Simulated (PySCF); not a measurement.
Match the calculated data to a structure.

All candidates are C4H7F3Si.

* Polarisability: 79.4 au [CAM-B3LYP/def2-SVPD]
* Valence photoelectron: vertical ionisation energy: 9.71 eV [ΔSCF CAM-B3LYP/def2-SVPD]
* 1H NMR: chemical shifts (computed TMS as zero) by class: 5.89 (1 H), 5.46 (1 H), 5.32 (1 H), 3.86 (2 H), 1.72 (2 H) ppm [GIAO HF/pcSseg-1]
* NMR, other nuclei: isotropic shieldings of nuclei other than C and H, by class: 298 (3 F), 425 (1 Si) ppm [GIAO HF/pcSseg-1]
* Dipole: 2.43 D [CAM-B3LYP/def2-SVPD]
* Rotational structure: rotational constants A, B, C: 3.895, 0.758, 0.747 GHz [PBE0-D3(BJ)/def2-SVP]
* Triplet: lowest triplet excitation (Tamm–Dancoff): 4.22 eV [TDA CAM-B3LYP/def2-SVPD]
* UV, first state: lowest singlet excitation: 6.86 eV (181 nm, f = 0.310) [TDDFT CAM-B3LYP/def2-SVPD]
* 13C NMR: chemical shifts (computed TMS as zero) by class: 139.4 (1 C), 124.8 (1 C), 117.0 (1 C), 11.6 (1 C) ppm [GIAO HF/pcSseg-1]

The electronic properties come from PySCF, for the isolated species, density fitting. Levels stand in brackets. Isolated species at its PBE0-D3(BJ)/def2-SVP geometry (one conformer only). Each NMR value is the plain mean over a class of atoms that symmetry, rotation or inversion makes alike.

Task: Which candidate is it?
A. `C[C@@H]1C[Si@H]1C(F)(F)F`
B. `FC(F)(F)C[C@H]1C[SiH2]1`
C. `C=CC[SiH2]C(F)(F)F`
D. `FC(F)[C@@H]1C[C@H](F)[SiH2]1`

Result: C. It is `C=CC[SiH2]C(F)(F)F`. Numbering: `[CH2:1]=[CH:2][CH2:3][SiH2:4][C:5]([F:6])([F:7])[F:8]`. Its formula, C4H7F3Si, gives 1 degree of unsaturation: 0 rings and 1 π bond in the structure found. 4 carbons fall into 4 classes; from least to most shielded: alkene CH carbon [C2] (139.4 ppm), terminal =CH2 carbon [C1] (124.8 ppm), CF3 carbon [C5] (117.0 ppm), sp3 carbon bound to silicon [C3] (11.6 ppm). Hydrogen classes from least to most shielded: 1 H on an alkene CH carbon, C2 (5.89 ppm), 1 H on a terminal =CH2 carbon, C1 (5.46 ppm), 1 H on a terminal =CH2 carbon, C1 (5.32 ppm), 2 H on an SiH2 silicon, Si4 (3.86 ppm), 2 H on an sp3 carbon bound to silicon, C3 (1.72 ppm). The other shieldings belong to: 298 ppm, fluorine of a CF3 group [F6/F7/F8]; 425 ppm, SiH2 silicon [Si4]. The first electron is taken from the HOMO, whose largest Löwdin shares are 0.35 on the terminal =CH2 carbon, 0.30 on the alkene CH carbon, 0.12 on the sp3 carbon bound to silicon and 0.06 on the SiH2 silicon. The optimised geometry has point group C1 and is an asymmetric top.

The others, at the same levels:
- `FC(F)[C@@H]1C[C@H](F)[SiH2]1` fails: its computed 13C shifts are 107.2 (1 C), 83.4 (1 C), 29.4 (1 C), 28.8 (1 C) ppm, 1H shifts are 5.82 (1 H), 4.68 (1 H), 4.62 (1 H), 4.44 (1 H), 2.60 (1 H), 2.09 (1 H), 1.94 (1 H) ppm and lowest singlet excitation is 7.04 eV (176 nm, f = 0.026) (against 6.86 eV).
- `FC(F)(F)C[C@H]1C[SiH2]1` fails: its computed 13C shifts are 114.4 (1 C), 35.9 (1 C), -7.3 (1 C), -7.3 (1 C) ppm, 1H shifts are 2.89 (1 H), 2.72 (1 H), 2.56 (1 H), 1.09 (1 H), 0.79 (1 H), 0.60 (1 H), 0.01 (1 H) ppm and lowest singlet excitation is 6.43 eV (193 nm, f = 0.062) (against 6.86 eV).
- `C[C@@H]1C[Si@H]1C(F)(F)F` fails: its computed 13C shifts are 116.9 (1 C), 16.4 (1 C), -1.6 (1 C), -1.9 (1 C) ppm, 1H shifts are 3.33 (1 H), 1.24 (3 H), 1.07 (1 H), 0.94 (1 H), 0.21 (1 H) ppm and lowest singlet excitation is 6.45 eV (192 nm, f = 0.003) (against 6.86 eV).

Each candidate is one conformer, not necessarily the lowest. Dipoles, sizes and rotational constants follow the conformer. The torsions of the flexible species, by atom-mapped SMILES:
- `[CH2:1]=[CH:2][CH2:3][SiH2:4][C:5]([F:6])([F:7])[F:8]`: C1–C2–C3–Si4 -102°, C2–C3–Si4–C5 -176°, C3–Si4–C5–F6 61°
- `[F:1][CH:2]([F:3])[C@@H:4]1[CH2:5][C@H:6]([F:7])[SiH2:8]1`: F1–C2–C4–C5 -69°
- `[F:1][C:2]([F:3])([F:4])[CH2:5][C@H:6]1[CH2:7][SiH2:8]1`: F1–C2–C5–C6 -176°, C2–C5–C6–C7 -162°
- `[CH3:1][C@@H:2]1[CH2:3][Si@H:4]1[C:5]([F:6])([F:7])[F:8]`: C3–Si4–C5–F6 29°
